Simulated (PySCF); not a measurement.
**Static response to an electric field**

MoS2Cl2 (singlet state).
Structure used (PBE0-D3(BJ)/def2-SVP), in Å, numbered top down from 1:
```xyz
5
Cl2MoS2 angstrom
Mo    -0.005    0.001    0.003
S     -0.006   -0.090    2.091
S      1.984    0.016   -0.628
Cl    -0.984    1.914   -0.649
Cl    -0.989   -1.841   -0.817
```

Level: wB97X-D/def2-SVPD (PySCF), static field, nuclei fixed, core orbitals frozen in the response. The polarisability tensor in these axes (au):

```
x   112.69   0.12  -7.00
y     0.12 103.10  -0.52
z    -7.00  -0.52 117.69
```

Question: Diagonalise the tensor; give its mean and Δα, where Δα² is half the sum of the squared differences of the eigenvalues.

Answer: Principal values 103.08, 107.77 and 122.63 au; mean 111.16 au = 16.47 Å³ = 18.33 × 10⁻⁴⁰ C²·m²/J; Δα = 17.68 au (16 % of the mean).

Question: What is the dipole moment?

Answer: 0.19 D at this geometry.

Question: Orientational against electronic polarisability at 400 K (dilute gas, rigid molecules)?

Answer: In Gaussian units μ²/3kT = 0.22 Å³ against 16.47 Å³, a ratio of 0.01; the Debye molar polarisation (4π/3)N_A(α + μ²/3kT) is 42.1 cm³/mol, leaving out the vibrational part.

Question: Sum over states: ᾱ = Σ f/ω², ω in Eh. What share falls to these 10 lowest TDDFT singlets (eV, f)? 2.37, 0.0012; 2.51, 0.0083; 3.13, 0.0000; 3.29, 0.0121; 3.29, 0.0003; 3.63, 0.0012; 3.77, 0.0054; 4.13, 0.0014; 4.19, 0.0126; 4.21, 0.0000.

Answer: They add up to 2.94 au, 2.6 % of the 111.16 au; the largest single term is 0.98 au, from the state at 2.51 eV. Terms in order: 0.16, 0.98, 0.00, 0.83, 0.02, 0.07, 0.28, 0.06, 0.53, 0.00 au. Higher excitations give the rest. The strengths listed sum to 0.043.

Question: What would n − 1 = 2πNα be for an ideal gas of these molecules at 400 K and 1 atm, electronic part alone?

Answer: N = p/kT = 1.8347 × 10¹⁹ cm⁻³, so n − 1 = 2π × N × 16.47 × 10⁻²⁴ cm³ = 1899 × 10⁻⁶ at long wavelengths.

Question: Find the Langevin capture rate constant for O2+ (31.990 u) meeting this molecule (231.787 u), k = 2.342 × 10⁻⁹ cm³/s × √(α in Å³ / reduced mass in u).

Answer: The reduced mass is 28.11 u, so k = 1.79 × 10⁻⁹ cm³/s.

Question: Directions of the eigenvectors, and the extent of the frame along each?

Answer: Largest value along (-0.58, -0.03, 0.82), where the nuclei span 3.37 Å; middle along (0.82, -0.04, 0.57), 2.52 Å; least along (0.02, 1.00, 0.04), 3.76 Å. The strongest response doesn't lie along the longest of the three spans.

Geometry: PBE0-D3(BJ)/def2-SVP; no solvent, vibrations or thermal averaging. Atoms past krypton carry effective core potentials; spin–orbit coupling is left out.

wB97X-D is run here without its empirical dispersion term; that term would change no orbital, density or response property at a fixed geometry.
